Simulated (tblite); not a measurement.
Compound: C5H10OSi2.
Cartesian coordinates in Å at the GFN2-xTB level; atoms count from 1:
```xyz
18
C5H10OSi2 angstrom
C     -3.0544   -0.0690   -0.0952
O     -1.9606    0.8145   -0.0402
C     -0.6942    0.3006   -0.0151
C     -0.3722   -0.9954   -0.0403
Si     1.3799   -1.6362   -0.0018
C      2.6010   -0.2067    0.0730
C      2.2703    1.0828    0.0974
Si     0.5148    1.7543    0.0620
H     -3.9465    0.5550   -0.1050
H     -3.0258   -0.6796   -1.0036
H     -3.0778   -0.7267    0.7799
H     -1.1540   -1.7454   -0.0851
H      1.5866   -2.4980    1.1764
H      1.6614   -2.4363   -1.2078
H      3.6530   -0.4757    0.0976
H      3.0615    1.8263    0.1413
H      0.3108    2.6043   -1.1205
H      0.2375    2.5374    1.2752
```

Level: GFN2-xTB in tblite, geometry and Hessian alike; calculated harmonic values, unscaled, isolated species. This tight-binding method is rough: wavenumbers can miss measured ones by several per cent, in bad cases by 10 to 20. Modes of hydrogen on silicon can be 10 to 20 % off. One conformer, not necessarily the lowest.

Harmonic wavenumbers (cm⁻¹): 31.8, 108.3, 147.6, 191.1, 231.6, 237.4, 243.1, 326.0, 373.0, 422.3, 460.0, 509.4, 510.3, 567.5, 580.1, 619.6, 638.6, 661.0, 694.2, 754.1, 780.4, 782.7, 795.0, 798.1, 896.9, 968.8, 993.5, 1118.1, 1125.7, 1163.4, 1175.0, 1272.9, 1335.8, 1394.2, 1468.9, 1485.6, 1620.9, 1634.9, 2151.1, 2169.8, 2190.0, 2202.7, 2928.6, 2944.0, 2978.0, 2999.0, 3015.4, 3025.7.

A = 2180, B = 1106, C = 750.0 MHz; mass 142.027 u (most abundant isotopes); point group Cs, symmetry number 1.

**Question.** Zero-point energy?

**Answer.** Half the sum of the wavenumbers: 27861 cm⁻¹ = 333.29 kJ/mol.

**Question.** What is S at 273.15 K and 1 bar for an ideal gas of classical rigid rotors and harmonic oscillators?

**Answer.** Translation 168.84, rotation 122.60, vibration 109.17: S = 400.6 J/(mol K).

**Question.** And Cp and H(273.15 K) − H(0)?

**Answer.** Cp = 162.46 J/(mol K), of which vibrations give 129.21 (their classical limit is 48 R = 399.1); H(273.15 K) − H(0) = 25.66 kJ/mol without the zero-point energy, 16.58 from vibrations.

**Question.** Blend soft modes into free rotors: weight 1/[1 + (100 cm⁻¹/ν̃)⁴] for the oscillator and the rest for a rotor with moment μB/(μ + B), μ = h/(8π²ν), B = 10⁻⁴⁴ kg m². What vibrational entropy results?

**Answer.** 101.68 J/(mol K) in place of 109.17, which changes −T·S at 273.15 K by +2.04 kJ/mol.

**Question.** How do the functions run with temperature in this model?

**Answer.** 
```tsv
T (K)	S (J/(mol K))	Cp (J/(mol K))	H − H(0) (kJ/mol)	G − H(0) (kJ/mol)	ln q(vib)
100	288.7	74.1	5.10	-23.77	1.55
200	355.9	126.0	15.09	-56.08	3.92
300	416.4	174.8	30.19	-94.74	6.55
500	524.0	247.4	72.95	-189.08	12.01
800	656.0	313.0	157.94	-366.86	19.80
1000	729.0	340.8	223.47	-505.53	24.56
```

q(vib) and H(0) count from the zero-point level.

Hindered rotation and anharmonicity are outside this model. Other conformers, if any are populated, would add a mixing term that is left out.
